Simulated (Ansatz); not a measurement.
`Sc1ccc(-c2ccc(-c3ccc(S)s3)s2)s1` with charge +1, relaxed as a doublet with UKS PBE-D4/def2-SVP in Ansatz, starting from the PBE-D4/def2-SVP geometry of the neutral singlet. Force threshold 0.03 eV/Å.

Start:

```xyz
25

S     5.290    3.960    1.837
C     3.866    3.222    1.104
C     3.059    3.668    0.065
C     1.998    2.771   -0.231
C     1.979    1.634    0.574
C     1.067    0.518    0.570
C     1.054   -0.619    1.379
C    -0.005   -1.511    1.084
C    -0.827   -1.078    0.043
C    -1.989   -1.711   -0.529
C    -2.815   -1.286   -1.568
C    -3.879   -2.180   -1.864
C    -3.877   -3.305   -1.049
S    -5.036   -4.630   -1.117
S    -2.555   -3.258    0.087
S    -0.265    0.465   -0.570
S     3.312    1.685    1.720
H     5.276    5.056    1.029
H     3.231    4.615   -0.466
H     1.254    2.947   -1.020
H     1.801   -0.793    2.166
H    -0.174   -2.458    1.617
H    -2.648   -0.340   -2.103
H    -4.627   -2.010   -2.650
H    -4.490   -5.360   -0.105
```

Question: Estimate the energy that the relaxation releases and the steps that it takes.

Answer: 9.6 kJ/mol, in 4 steps; 21 s on 2 threads of AMD EPYC 7R13 on a shared host and a share (18 GiB) of an NVIDIA H100 80GB HBM3. No frequencies were taken in this run, so the end may be a saddle point.

Question: Does the start keep its bonding and symmetry?

Answer: By distances, no bond broke or formed. The bond that changes most is C13–S14, from 1.76 to 1.74 Å (atoms count from 1). Point group Cs at the start, Cs at the end, both within 0.05 Å.

Question: Predict the relaxed structure.

Answer: 
```csv
atom,x (Å),y (Å),z (Å)
S1,5.2533,3.9240,1.8262
C2,3.8497,3.1897,1.1107
C3,3.0368,3.6498,0.0572
C4,1.9879,2.7702,-0.2383
C5,1.9671,1.6188,0.5745
C6,1.0570,0.5283,0.5547
C7,1.0474,-0.6238,1.3774
C8,0.0054,-1.5030,1.0884
C9,-0.8277,-1.0618,0.0321
C10,-1.9698,-1.7024,-0.5176
C11,-2.8075,-1.2754,-1.5685
C12,-3.8530,-2.1616,-1.8544
C13,-3.8416,-3.2985,-1.0233
S14,-5.0011,-4.5869,-1.1193
S15,-2.5243,-3.2531,0.1113
S16,-0.2721,0.4819,-0.5894
S17,3.2980,1.6564,1.7281
H18,5.2370,5.0222,1.0183
H19,3.2163,4.5977,-0.4678
H20,1.2455,2.9519,-1.0282
H21,1.7956,-0.7953,2.1637
H22,-0.1650,-2.4494,1.6202
H23,-2.6454,-0.3311,-2.1069
H24,-4.6058,-2.0008,-2.6375
H25,-4.4838,-5.3476,-0.1116
```
Bond lengths: 11 × C–C 1.39 to 1.42 Å; 8 × C–S 1.74 to 1.76 Å; 6 × C–H 1.10 Å; 2 × H–S 1.36 Å.
